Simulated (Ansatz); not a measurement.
`C[O][GeH]([Cl])[O]C` + H₂S → `C[O][GeH]([SH])[Cl]` + CH₃OH  (ligand exchange at a Ge–O bond)

Isolated molecules relaxed with PBE0-D4/def2-TZVP in Ansatz; ΔE leaves out vibrations. CBS: MP2 limit from def2 TZ/QZ plus the TZ coupled-cluster correction, frozen cores. This one scheme is used for every species. DFT in def2-TZVPP. B3LYP here is the variant with VWN-RPA as its local correlation; programs differ in this. For Ge outer-core shells are correlated without core-valence functions, which leaves a few kJ/mol of doubt a bond. Scalar relativity is left out up to krypton. Each species was taken in one conformer, which may not be the lowest.

```json
{"level": "PBE-D4", "ΔE (kJ/mol)": "-17.8", "difference from CCSD(T)/CBS": "-10.8"}
{"level": "r2SCAN-D4", "ΔE (kJ/mol)": "-9.6", "difference from CCSD(T)/CBS": "-2.6"}
{"level": "B3LYP-D4", "ΔE (kJ/mol)": "-8.3", "difference from CCSD(T)/CBS": "-1.3"}
{"level": "ωB97X-V", "ΔE (kJ/mol)": "-5.0", "difference from CCSD(T)/CBS": "2.0"}
{"level": "PBE", "ΔE (kJ/mol)": "-18.0", "difference from CCSD(T)/CBS": "-11.0"}
{"level": "r2SCAN", "ΔE (kJ/mol)": "-10.0", "difference from CCSD(T)/CBS": "-3.0"}
{"level": "PBE0", "ΔE (kJ/mol)": "-17.0", "difference from CCSD(T)/CBS": "-10.0"}
{"level": "B3LYP", "ΔE (kJ/mol)": "-8.3", "difference from CCSD(T)/CBS": "-1.3"}
{"level": "HF/def2-TZVPP", "ΔE (kJ/mol)": "2.1", "difference from CCSD(T)/CBS": "9.1"}
{"level": "MP2/def2-TZVPP", "ΔE (kJ/mol)": "-5.8", "difference from CCSD(T)/CBS": "1.2"}
{"level": "CCSD/def2-TZVPP", "ΔE (kJ/mol)": "-1.4", "difference from CCSD(T)/CBS": "5.6"}
{"level": "CCSD(T)/def2-TZVPP", "ΔE (kJ/mol)": "-2.6", "difference from CCSD(T)/CBS": "4.4"}
{"level": "MP2/def2-QZVPP", "ΔE (kJ/mol)": "-7.9", "difference from CCSD(T)/CBS": "-0.9"}
{"level": "SCS-MP2/def2-QZVPP", "ΔE (kJ/mol)": "-3.6", "difference from CCSD(T)/CBS": "3.4"}
{"level": "MP2/CBS(def2)", "ΔE (kJ/mol)": "-10.2", "difference from CCSD(T)/CBS": "-3.2"}
{"level": "CCSD/CBS(def2)", "ΔE (kJ/mol)": "-5.8", "difference from CCSD(T)/CBS": "1.2"}
{"level": "CCSD(T)/CBS", "ΔE (kJ/mol)": "-7.0", "difference from CCSD(T)/CBS": "0"}
```

Largest T1 diagnostic among the species: 0.011.

In def2-TZVPP, CCSD(T) changes the Hartree–Fock value by −4.7 kJ/mol (the triples alone add −1.2 kJ/mol) and MP2 by −7.9 kJ/mol.
